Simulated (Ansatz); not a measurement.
Basis sets compared for the cluster Ga₂H₃ (the lowest doublet isomer of a short search). Charge 0, multiplicity 2. Geometry r2SCAN-D4/def2-TZVP. Ansatz on 4 threads of Arm Neoverse V2 on a shared host; times are rough, and most runs start from earlier orbitals.

Cartesian coordinates in Å:
```
Ga -0.9359 0.2062 1.0384
Ga 0.5802 -0.1742 -0.7338
H -1.4753 0.7453 2.4094
H 1.3677 -1.5201 -0.7239
H 0.4634 0.7428 -1.9900
```

The structure comes from a short search, and lower isomers may exist.

Binding counts from free atoms (Ga doublet, H doublet) in the same basis, without a counterpoise term.

```tsv
level	functions	energy (Eh)	HOMO (eV)	LUMO (eV)	binding per atom (eV)	wall time
PBE-D4/def2-SVP	79	-3850.3712	-4.25	-3.33	1.85	0.65 s
PBE-D4/def2-TZVP	114	-3850.8692	-4.27	-3.35	1.85	1.1 s
r2SCAN-D4/def2-TZVP	114	-3851.4342	-4.58	-3.01	1.93	2.4 s
PBE0-D4/def2-SVP	79	-3850.4534	-5.03	-2.54	1.86	0.95 s
PBE0-D4/def2-TZVP (with forces)	114	-3850.9486	-5.04	-2.55	1.86	2.8 s
```

(1) Estimate the rows for PBE-D4/def2-TZVPD, r2SCAN-D4/def2-TZVPD, PBE0-D4/def2-TZVPD.

Answers

(1) 
| level | functions | energy (Eh) | HOMO (eV) | LUMO (eV) | binding per atom (eV) | wall time |
| --- | --- | --- | --- | --- | --- | --- |
| PBE-D4/def2-TZVPD | 135 | -3850.8700 | -4.27 | -3.34 | 1.85 | 1.4 s |
| r2SCAN-D4/def2-TZVPD | 135 | -3851.4351 | -4.56 | -2.99 | 1.94 | 3.3 s |
| PBE0-D4/def2-TZVPD | 135 | -3850.9494 | -5.03 | -2.53 | 1.86 | 1.9 s |
